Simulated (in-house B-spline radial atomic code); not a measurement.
Successive ionisation energies of molybdenum; each step leads to the configuration of the next row (after the last: [Ne] 3s2 3p1/2(2)). Dirac energy differences include first-order Breit, QED and recoil terms. NIST's values go from ground level to ground level; the uncertainty of those that are theory runs from under 0.1 % in few-electron ions to several per cent in heavy many-electron ones. Computed with an all-electron radial atomic-structure program (B-spline basis): Dirac-Hartree-Fock, jj configuration that fills j = l - 1/2 first, finite nuclei.

A number in brackets counts the electrons of a j subshell.

| ion | configuration | ionisation energy (eV) | tabulated value (eV) | tabulated kind | computed minus tabulated (eV) | highest orbital | largest mean radius (bohr) |
| --- | --- | --- | --- | --- | --- | --- | --- |
| Mo13+ | [Ar] 3d10 4s1 | 301.3 | 302.6 | measured | -1.3 | 4s1/2 | 0.96925 |
| Mo14+ | [Ar] 3d10 | 541.6 | 544 | semi-empirical | -2.4 | 3d5/2 | 0.42644 |
| Mo15+ | [Ar] 3d3/2(4) 3d5/2(5) | 594.3 | 591 | tabulated theory | 3.3 | 3d5/2 | 0.42171 |
| Mo16+ | [Ar] 3d3/2(4) 3d5/2(4) | 648.6 | 646 | tabulated theory | 2.6 | 3d5/2 | 0.41702 |
| Mo17+ | [Ar] 3d3/2(4) 3d5/2(3) | 704.7 | 702 | tabulated theory | 2.7 | 3d5/2 | 0.41239 |
| Mo18+ | [Ar] 3d3/2(4) 3d5/2(2) | 762.3 | 758 | tabulated theory | 4.3 | 3d5/2 | 0.40784 |
| Mo19+ | [Ar] 3d3/2(4) 3d5/2(1) | ? | ? | tabulated theory | ? | ? | ? |
| Mo20+ | [Ar] 3d3/2(4) | 889.3 | 890 | tabulated theory | -0.7 | 3d3/2 | 0.40036 |
| Mo21+ | [Ar] 3d3/2(3) | 951.8 | 953 | tabulated theory | -1.2 | 3d3/2 | 0.39662 |
| Mo22+ | [Ar] 3d3/2(2) | 1015.9 | 1019 | tabulated theory | -3.1 | 3d3/2 | 0.39291 |
| Mo23+ | [Ar] 3d3/2(1) | 1081.6 | 1082 | tabulated theory | -0.4 | 3d3/2 | 0.38923 |
| Mo24+ | [Ne] 3s2 3p6 | ? | ? | semi-empirical | ? | ? | ? |
| Mo25+ | [Ne] 3s2 3p1/2(2) 3p3/2(3) | 1323.8 | 1319.6 | semi-empirical | 4.2 | 3p3/2 | 0.38277 |
| Mo26+ | [Ne] 3s2 3p1/2(2) 3p3/2(2) | ? | ? | semi-empirical | ? | ? | ? |
| Mo27+ | [Ne] 3s2 3p1/2(2) 3p3/2(1) | 1447.8 | 1462 | semi-empirical | -14.2 | 3p3/2 | 0.37725 |

(1) Fill in the row of Mo19+.

(2) Fill in the row of Mo24+.

(3) Fill in the row of Mo26+.

(4) Where is the largest jump?

(5) How far is this level of theory from the measured and semi-empirical values?

Results:

(1) ionisation energy (eV): 821.5; tabulated value (eV): 829; computed minus tabulated (eV): -7.5; highest orbital: 3d5/2; largest mean radius (bohr): 0.40409.

(2) ionisation energy (eV): 1263.1; tabulated value (eV): 1263; computed minus tabulated (eV): 0.1; highest orbital: 3p3/2; largest mean radius (bohr): 0.38559.

(3) ionisation energy (eV): 1385.4; tabulated value (eV): 1385.1; computed minus tabulated (eV): 0.3; highest orbital: 3p3/2; largest mean radius (bohr): 0.37999.

(4) From Mo13+ to Mo14+, by a factor of 1.80 (301.33 to 541.56 eV); the highest orbital goes from 4s1/2 to 3d5/2.

(5) Over those 6 rows the differences run from -14.2 to +4.19 eV (mean absolute value 3.7 eV). The calculation leaves out correlation and, in open shells, the multiplet splittings that an average leaves out.
